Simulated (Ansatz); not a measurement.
In₉P₉H₂₄, a nanocrystal cut from wurtzite InP (hydrogen-capped). Total charge 0; singlet. Geometry PBE-D4/def2-SVP.

```xyz
42

In   -3.066    0.993   -2.270
P    -2.104    3.380   -1.685
P    -2.253   -0.387   -0.305
In   -1.668    1.060    1.806
In   -1.971   -3.022    3.009
P    -1.020   -0.631    3.583
In    0.338    3.845   -0.799
P     0.615    2.016    0.934
In    1.421   -0.181    4.474
P    -1.267    0.416   -4.112
In   -0.697   -2.379   -1.011
P    -0.183   -3.592    1.157
In    1.337    0.310   -3.695
P     1.587    2.807   -2.879
P     1.457   -0.962   -1.506
In    2.614    0.395    0.419
In    2.416   -3.703    1.590
P     2.669   -1.203    2.389
H    -4.668    1.078   -2.926
H    -2.978    3.903   -0.679
H    -2.436    4.311   -2.723
H    -3.468   -1.044    0.078
H    -2.830    2.351    1.989
H    -3.494   -2.776    2.183
H    -1.682   -4.059    4.375
H    -1.863   -0.176    4.653
H     0.657    5.540   -0.625
H     1.095    2.780    2.049
H     1.670    1.551    4.414
H     1.699   -1.227    5.836
H    -1.542    1.148   -5.314
H    -1.625   -0.882   -4.598
H    -1.287   -3.109   -2.484
H    -0.520   -4.930    0.758
H     2.220    0.009   -5.156
H     1.505    3.700   -3.998
H     2.982    2.978   -2.606
H     2.434   -1.959   -1.833
H     3.971    1.296   -0.212
H     2.691   -4.738    2.960
H     3.185   -3.812    0.021
H     4.058   -1.094    2.736
```

In the def2 sets In takes a core potential; there is no spin–orbit coupling. HSE06 is defined as in plane-wave codes, on full-range PBE exchange. Single mean-field runs in def2-SVP, def2-TZVP are fitted with def2-universal-jkfit.

(1) Estimate the orbital energies around the gap (eV) in Ansatz with BLYP-D4/def2-SVP, r2SCAN-D4/def2-SVP, PBE0-D4/def2-SVP, PBE0-D4/def2-TZVP, HSE06-D4/def2-SVP.

## Answers

(1) 
```csv
orbital,BLYP-D4/def2-SVP,r2SCAN-D4/def2-SVP,PBE0-D4/def2-SVP,PBE0-D4/def2-TZVP,HSE06-D4/def2-SVP
HOMO−13,-6.90,-7.37,-8.20,-8.23,-7.80
HOMO−12,-6.90,-7.37,-8.20,-8.23,-7.80
HOMO−11,-6.53,-6.97,-7.79,-7.85,-7.40
HOMO−10,-6.45,-6.94,-7.71,-7.71,-7.32
HOMO−9,-6.35,-6.79,-7.59,-7.64,-7.21
HOMO−8,-6.35,-6.79,-7.59,-7.64,-7.21
HOMO−7,-6.21,-6.63,-7.43,-7.47,-7.04
HOMO−6,-6.21,-6.63,-7.43,-7.47,-7.04
HOMO−5,-5.86,-6.28,-7.03,-7.07,-6.65
HOMO−4,-5.86,-6.27,-7.03,-7.07,-6.65
HOMO−3,-5.64,-6.08,-6.81,-6.84,-6.44
HOMO−2,-5.60,-5.99,-6.73,-6.79,-6.36
HOMO−1,-5.50,-5.89,-6.64,-6.70,-6.27
HOMO,-5.50,-5.89,-6.64,-6.70,-6.27
LUMO,-2.17,-2.09,-1.55,-1.76,-1.90
LUMO+1,-2.07,-2.02,-1.55,-1.65,-1.90
LUMO+2,-2.07,-2.02,-1.49,-1.65,-1.84
LUMO+3,-2.03,-1.99,-1.44,-1.60,-1.80
LUMO+4,-1.86,-1.79,-1.27,-1.39,-1.62
LUMO+5,-1.86,-1.79,-1.27,-1.39,-1.62
```
